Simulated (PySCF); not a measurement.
Compound: C10H11O (charge +1).
SMILES with atom numbers: `[CH2:1]=[C:2]([c:3]1[cH:4][cH:5][cH:6][cH:7][o+:8]1)[CH:9]1[CH2:10][CH2:11]1`

Definitions: NICS(0) = −σiso at the ring centroid; NICS(1) = −σiso and NICS(1)zz = −σzz at ±1 Å along the ring normal z. Level: GIAO PBE0/pcSseg-1 (PySCF, non-relativistic, gas phase) on the GFN2-xTB geometry, one conformer.

Ring bond lengths (Å), with Mayer bond orders in brackets: C3–C4 1.402 (1.35), C4–C5 1.381 (1.45), C5–C6 1.403 (1.32), C6–C7 1.369 (1.53), C7–O8 1.314 (1.13), O8–C3 1.327 (1.07); C9–C10 1.508 (0.92), C10–C11 1.495 (0.98), C11–C9 1.499 (0.98).

What do the NICS probes read (ppm)?

| ring | type | NICS(0) | NICS(1), two faces | NICS(1)zz, two faces | rms pucker (Å) | centre to ring atoms, mean (Å) |
| --- | --- | --- | --- | --- | --- | --- |
| C3–C4–C5–C6–C7–O8 | 6-membered ring with O; formal bonds all aromatic | -4.2 | -8.1 / -8.2 | -18.8 / -18.7 | 0.00 | 1.37 |
| C9–C10–C11 | 3-membered carbocycle; formal bonds all single | -43.3 | -8.6 / -8.0 | -20.4 / -22.4 | 0.00 | 0.87 |

What do they say, and how far can they be read as aromaticity?

- C3–C4–C5–C6–C7–O8: mean NICS(1)zz -18.7 ppm, shielded.
- C9–C10–C11: mean NICS(1)zz -21.4 ppm, shielded. C9, C10, C11 have four or more neighbours; no verdict on aromaticity is drawn. NICS(0) lies 35 ppm below the mean NICS(1).

What does the geometric index give? HOMA = 1 − mean of α(R − Ropt)² over the ring bonds, with Krygowski's 1993 parameters (CC: Ropt 1.388 Å, α 257.7 Å⁻²; CO: Ropt 1.265 Å, α 157.38 Å⁻²).

- C3–C4–C5–C6–C7–O8: HOMA 0.80; the largest term is that of O8–C3, α(R − Ropt)² = 0.61.

At the second NICS(1) probe listed for ring C9–C10–C11, 1 Å off the ring, what do the in-plane components average?

The isotropic value is a third of the trace: (3 × -8.0 − (-22.4))/2 = -0.8 ppm.

Conformer computed: `[CH2:1]=[C:2]([c:3]1[cH:4][cH:5][cH:6][cH:7][o+:8]1)[CH:9]1[CH2:10][CH2:11]1`: C1–C2–C3–C4 174°, C1–C2–C9–C10 -102°.
